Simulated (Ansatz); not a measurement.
Consider the formal hydrolysis of a Y–N bond: `[NH2][Y]([F])[Cl]` + H₂O → `[OH][Y]([F])[Cl]` + NH₃.

Computed with Ansatz on PBE0-D4/def2-TZVP structures; ΔE is electronic, products minus reactants. CBS: MP2 limit from def2 TZ/QZ plus the TZ coupled-cluster correction, frozen cores. This one scheme is used for every species. Functionals use def2-TZVPP. B3LYP here is the variant with VWN-RPA as its local correlation; programs differ in this. HSE06 is defined as in plane-wave codes. def2 core potentials past Kr. For Y outer-core shells are correlated without core-valence functions, which leaves a few kJ/mol of doubt a bond. One conformer a species, not always the lowest.

Question: Is it downhill or uphill in electronic energy at CCSD(T)/CBS, and by how much? (Best estimate.)

Answer: Ansatz gave: Downhill: ΔE = -0.77 eV.

Question: What do these levels give: PBE-D4, revPBE-D4, BLYP-D4, B3LYP-D4, r2SCANh-D4, BHLYP-D4, r2SCANh, HSE06, HF/def2-TZVPP, HF/def2-QZVPP, SCS-MP2/def2-QZVPP, MP2/CBS(def2)? (Best estimate.)

Answer: Computed: PBE-D4 -0.74, revPBE-D4 -0.73, BLYP-D4 -0.78, B3LYP-D4 -0.79, r2SCANh-D4 -0.78, BHLYP-D4 -0.81, r2SCANh -0.78, HSE06 -0.75, HF/def2-TZVPP -0.84, HF/def2-QZVPP -0.85, SCS-MP2/def2-QZVPP -0.80, MP2/CBS(def2) -0.79 eV.

Largest T1 diagnostic among the species: 0.013.

At CCSD(T), def2-SVP lies −0.11 eV from the extrapolated value and def2-TZVPP +0.01 eV. Leaving LDA and LC-ωPBE aside and taking each functional with its dispersion term where it has one, the values, not all of them listed here, spread over 0.10 eV, from CAM-B3LYP-D4 to revPBE-D4. In def2-TZVPP, CCSD(T) changes the Hartree–Fock value by +0.07 eV (the triples alone add +0.01 eV) and MP2 by +0.06 eV.
